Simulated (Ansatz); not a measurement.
Cost and result for the atomization energy of C2H7InS, SMILES `[CH3][In]([CH3])[SH]` (11 atoms, 10 bonds).

Z-matrix (Å, degrees):
```
C
In 1 2.145
H 1 1.090 2 109.9
H 1 1.090 2 111.2 3 121.4
H 1 1.092 2 109.3 3 -118.9
C 2 2.147 1 131.7 3 -150.9
S 2 2.410 1 113.1 3 30.1
H 6 1.090 2 111.2 1 24.8
H 6 1.092 2 109.2 1 -95.0
H 6 1.090 2 110.0 1 146.1
H 7 1.343 2 94.6 1 179.5
```

Total charge 0; spin multiplicity 1. Correlated methods include outer-core shells of In, which these sets cover unevenly. In takes the def2 core potential. All single points use the PBE0-D4/def2-TZVP geometry. It is one conformer, not always the lowest. Program: Ansatz. All runs use 4 threads of an INTEL XEON PLATINUM 8581C on a shared host. Times are those of one run each, without the atoms' runs, and a repeat can differ threefold. Electronic energies, without spin–orbit coupling; frozen cores. CCSD(T)/CBS adds CCSD(T) − MP2 in def2-TZVPP to the MP2 limit, and its time is that of the two runs behind it. T1 = 0.012. With those shells the extrapolation isn't a true limit. B3LYP takes the VWN-RPA correlation (the form of Gaussian; ORCA's B3LYP/G).

CCSD(T)/CBS is a level of theory with its own doubt, some kJ/mol a heavy atom from the limit and from the frozen cores, so smaller differences don't rank the functionals.

```json
{"level": "LDA (SPW92)/def2-TZVPP", "functions": "252", "wall time": "0.8 s", "atomization (kcal/mol)": "982.9", "difference from CCSD(T)/CBS": "108.7", "per bond": "10.9"}
{"level": "PBE-D4/def2-TZVPP (with forces)", "functions": "252", "wall time": "1.5 s", "atomization (kcal/mol)": "878.6", "difference from CCSD(T)/CBS": "4.4", "per bond": "0.4"}
{"level": "BHLYP-D4/def2-TZVPP", "functions": "252", "wall time": "1.9 s", "atomization (kcal/mol)": "850.0", "difference from CCSD(T)/CBS": "-24.2", "per bond": "-2.4"}
{"level": "CAM-B3LYP-D4/def2-TZVPP", "functions": "252", "wall time": "2.1 s", "atomization (kcal/mol)": "870.2", "difference from CCSD(T)/CBS": "-4.0", "per bond": "-0.4"}
{"level": "r2SCANh-D4/def2-TZVPP", "functions": "252", "wall time": "2.5 s", "atomization (kcal/mol)": "869.5", "difference from CCSD(T)/CBS": "-4.7", "per bond": "-0.5"}
{"level": "B3LYP-D4/def2-TZVPP (with forces)", "functions": "252", "wall time": "2.8 s", "atomization (kcal/mol)": "866.2", "difference from CCSD(T)/CBS": "-8.0", "per bond": "-0.8"}
{"level": "CCSD(T)/def2-SVP", "functions": "107", "wall time": "3.2 s", "atomization (kcal/mol)": "822.8", "difference from CCSD(T)/CBS": "-51.4", "per bond": "-5.1"}
{"level": "B2PLYP/def2-TZVPP", "functions": "252", "wall time": "3.3 s", "atomization (kcal/mol)": "858.5", "difference from CCSD(T)/CBS": "-15.7", "per bond": "-1.6"}
{"level": "PBE-QIDH/def2-TZVPP", "functions": "252", "wall time": "3.4 s", "atomization (kcal/mol)": "867.4", "difference from CCSD(T)/CBS": "-6.8", "per bond": "-0.7"}
{"level": "ωB97X-V/def2-TZVPP", "functions": "252", "wall time": "4.1 s", "atomization (kcal/mol)": "874.3", "difference from CCSD(T)/CBS": "0.1", "per bond": "0.0"}
{"level": "MP2/def2-QZVPP", "functions": "476", "wall time": "14 s", "atomization (kcal/mol)": "868.9", "difference from CCSD(T)/CBS": "-5.3", "per bond": "-0.5"}
{"level": "CCSD(T)/def2-TZVPP", "functions": "252", "wall time": "79 s", "atomization (kcal/mol)": "853.9", "difference from CCSD(T)/CBS": "-20.3", "per bond": "-2.0"}
{"level": "CCSD(T)/CBS(def2)", "functions": "–", "wall time": "92 s", "atomization (kcal/mol)": "874.2", "difference from CCSD(T)/CBS": "0.0", "per bond": "0.0"}
```

From PBE to PBE0 (25 % exact exchange), in def2-TZVPP and without D4, the atomization energy moves by −7.2 kcal/mol: exact exchange takes away binding that semilocal exchange gives to molecules. Leaving LDA and LC-ωPBE aside and taking each functional with its dispersion term where it has one, the values spread over 28.5 kcal/mol, from BHLYP-D4 to PBE-D4. LDA lies +109.1 kcal/mol from PBE without D4, its usual overbinding. The D4 term adds +7.7 kcal/mol with B3LYP and +4.1 kcal/mol with PBE0; it sums over pairs of atoms, weighted by their polarisabilities, and B3LYP, whose exchange is more repulsive, gets the larger term.

Spin–orbit coupling would lower the free In atoms strongly, and the atomization energy with them, by more than many differences here.
